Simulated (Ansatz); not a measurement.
The pair A = BH3 (SMILES B) (first 4 atoms), B = H2O (SMILES O); geometry from B3LYP-D3(BJ)/def2-TZVP.
(charge 0, multiplicity 1):
```xyz
7

B      0.211     0.249     0.790
H      0.617    -0.767     0.287
H     -0.853     0.637     0.394
H      1.037     1.091     1.006
O     -0.190    -0.248     2.397
H     -0.845    -0.957     2.353
H      0.599    -0.610     2.820
```

Run with Ansatz (Gaussian basis) for Hartree–Fock, density functionals and correlated methods. Values without a source in brackets are computed.

Total energies (hartree), monomers frozen at their geometry in the pair:

```tsv
structure	HF/aug-cc-pVTZ	PBE/def2-TZVPPD	B3LYP/def2-TZVPPD
AB	-102.4698268	-102.9635310	-103.1140874
A in the pair's basis	-26.3859399	-26.5408002	-26.6115980
B in the pair's basis	-76.0599535	-76.3834952	-76.4693253
A	-26.3858878	-26.5406954	-26.6115137
B	-76.0597892	-76.3834319	-76.4692627
```

Task: Work out the interaction energy without and with the counterpoise correction, and the superposition error, for each level.

Result: 
E(AB) − E(A) − E(B), times 627.509 kcal/mol, with the monomers in their own basis and then in the pair's basis:
- HF/aug-cc-pVTZ: -15.15 uncorrected, -15.02 corrected; the monomers gain 0.14 kcal/mol from borrowed functions
- PBE/def2-TZVPPD: -24.73 uncorrected, -24.62 corrected; the monomers gain 0.11 kcal/mol from borrowed functions
- B3LYP/def2-TZVPPD: -20.90 uncorrected, -20.81 corrected; the monomers gain 0.09 kcal/mol from borrowed functions

Ansatz is an electronic-structure program.
